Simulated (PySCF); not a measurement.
Correlation energy of Gd⁴⁶⁺ (gadolinium, charge +46)

[Ar], closed-shell 1S. Calculation: PySCF 2.14, in an even-tempered Gaussian basis (18 s from 10 bohr⁻², ratio 2.5; 12 p from 13 bohr⁻², ratio 2.5; 4 d from 56 bohr⁻², ratio 2.7; 4 f from 83 bohr⁻², ratio 2.7); the spin-free X2C one-electron Hamiltonian (Gaussian nucleus). Frozen: 1s2; 16 electrons correlated; the 21 highest virtual orbitals of each spin left out.

| level | correlation energy (mhartree) |
| --- | --- |
| CCSD | -674.36 |
| (T) | -0.90 |
| CCSD(T) | -675.26 |

Diagnostics: T1 = 0.00022, D1 = 0.0005, largest double amplitude 0.013.

Task: Is a single reference adequate?

Result: Yes, within this model without spin-orbit coupling: T1 lies below 0.03 and no double amplitude reaches 0.07.

At this charge the one-electron X2C treatment keeps the bare 1/r₁₂, with no two-electron picture change or Breit term. The effect here is smaller than on the frozen 1s shell; and a scalar Hamiltonian misses the large spin-orbit splitting of the p shells, which matters for ns² → np² pairs.
